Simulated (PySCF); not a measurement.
Compound: C7H11OP.
Bonds: C1–C2, C2–C3, C2–P4, P4–C5, C5–C6 (aromatic), C6–C7 (aromatic), C7–O8 (aromatic), O8–C9 (aromatic), C5–C9 (aromatic). Hydrogens: H10, H11, H12 on C1; H13 on C2; H14, H15, H16 on C3; H17 on P4; H18 on C6; H19 on C7; H20 on C9.

The same species was optimised twice, with GFN2-xTB and with PBE0-D3(BJ)/def2-SVP (PySCF), and the same property calculations (PySCF, gas phase) were run on both structures.

```tsv
coordinate	GFN2-xTB	PBE0-D3(BJ)/def2-SVP	change
C5–C6 (Å)	1.425	1.439	+0.014
P4–C5 (Å)	1.812	1.819	+0.007
O8–C9 (Å)	1.342	1.347	+0.005
C7–O8 (Å)	1.344	1.349	+0.005
C2–C3 (Å)	1.523	1.520	-0.003
C6–C7 (Å)	1.357	1.361	+0.004
C5–C9 (Å)	1.366	1.368	+0.002
C1–C2 (Å)	1.527	1.526	-0.001
C2–P4 (Å)	1.880	1.879	-0.001
C2–P4–C5 (°)	99.2	101.6	+2.4
C3–C2–P4 (°)	113.2	114.8	+1.6
P4–C5–C9 (°)	128.2	129.3	+1.1
C1–C2–C3 (°)	111.2	112.3	+1.1
P4–C5–C6 (°)	126.5	125.7	-0.8
C7–O8–C9 (°)	107.0	107.4	+0.4
C6–C7–O8 (°)	110.8	110.4	-0.4
C6–C5–C9 (°)	105.2	104.9	-0.3
C1–C2–P4–C5 (°)	-174	-177	-3
C2–P4–C5–C6 (°)	-78	-85	-7
```

Rotational constants: A = 3164, B = 780.1, C = 746.2 MHz (GFN2-xTB) against A = 3155, B = 762.0, C = 722.1 MHz (PBE0-D3(BJ)/def2-SVP). Point groups within 0.08 Å: C1 and C1.

On the GFN2-xTB structure: HOMO (eV) -6.42 [PBE0/pcSseg-1]; LUMO (eV) 0.12 [PBE0/pcSseg-1]; dipole (D) 1.29 [PBE0/pcSseg-1]; GIAO shielding of C1/C3 (mean) (ppm) 161.8 [PBE0/pcSseg-1]; GIAO shielding of C2 (ppm) 156.5 [PBE0/pcSseg-1]; GIAO shielding of P4 (ppm) 393.1 [PBE0/pcSseg-1]; GIAO shielding of C5 (ppm) 61.8 [PBE0/pcSseg-1]; GIAO shielding of C6 (ppm) 66.7 [PBE0/pcSseg-1]; GIAO shielding of C7 (ppm) 37.7 [PBE0/pcSseg-1]; GIAO shielding of O8 (ppm) 26.1 [PBE0/pcSseg-1]; GIAO shielding of C9 (ppm) 37.5 [PBE0/pcSseg-1].

Q: What do these properties become on the PBE0-D3(BJ)/def2-SVP structure?

A: 
```json
{"property": "HOMO (eV)", "level": "PBE0/pcSseg-1", "on GFN2-xTB": "-6.42", "on PBE0-D3(BJ)/def2-SVP": "-6.47", "change": "-0.05"}
{"property": "LUMO (eV)", "level": "PBE0/pcSseg-1", "on GFN2-xTB": "0.12", "on PBE0-D3(BJ)/def2-SVP": "0.04", "change": "-0.08"}
{"property": "dipole (D)", "level": "PBE0/pcSseg-1", "on GFN2-xTB": "1.29", "on PBE0-D3(BJ)/def2-SVP": "1.25", "change": "-0.04"}
{"property": "energy, GFN2-xTB geometry as zero (kcal/mol)", "level": "PBE0/pcSseg-1", "on GFN2-xTB": "0.0", "on PBE0-D3(BJ)/def2-SVP": "-1.2", "change": "-1.2"}
{"property": "GIAO shielding of C1/C3 (mean) (ppm)", "level": "PBE0/pcSseg-1", "on GFN2-xTB": "161.8", "on PBE0-D3(BJ)/def2-SVP": "161.0", "change": "-0.8"}
{"property": "GIAO shielding of C2 (ppm)", "level": "PBE0/pcSseg-1", "on GFN2-xTB": "156.5", "on PBE0-D3(BJ)/def2-SVP": "155.8", "change": "-0.7"}
{"property": "GIAO shielding of P4 (ppm)", "level": "PBE0/pcSseg-1", "on GFN2-xTB": "393.1", "on PBE0-D3(BJ)/def2-SVP": "387.1", "change": "-6.0"}
{"property": "GIAO shielding of C5 (ppm)", "level": "PBE0/pcSseg-1", "on GFN2-xTB": "61.8", "on PBE0-D3(BJ)/def2-SVP": "62.5", "change": "+0.7"}
{"property": "GIAO shielding of C6 (ppm)", "level": "PBE0/pcSseg-1", "on GFN2-xTB": "66.7", "on PBE0-D3(BJ)/def2-SVP": "64.2", "change": "-2.5"}
{"property": "GIAO shielding of C7 (ppm)", "level": "PBE0/pcSseg-1", "on GFN2-xTB": "37.7", "on PBE0-D3(BJ)/def2-SVP": "36.5", "change": "-1.2"}
{"property": "GIAO shielding of O8 (ppm)", "level": "PBE0/pcSseg-1", "on GFN2-xTB": "26.1", "on PBE0-D3(BJ)/def2-SVP": "19.5", "change": "-6.6"}
{"property": "GIAO shielding of C9 (ppm)", "level": "PBE0/pcSseg-1", "on GFN2-xTB": "37.5", "on PBE0-D3(BJ)/def2-SVP": "35.3", "change": "-2.2"}
```

The heavy atoms differ by 0.078 Å rms after alignment. Among bonds between heavy atoms C5–C6 changes most (+0.014 Å). Changes are differences of the printed values. Neither structure is proved a minimum here.

The values belong to the conformer `[CH3:1][CH:2]([CH3:3])[PH:4][c:5]1[cH:6][cH:7][o:8][cH:9]1`: C1–C2–P4–C5 -177°, C2–P4–C5–C6 -85°.
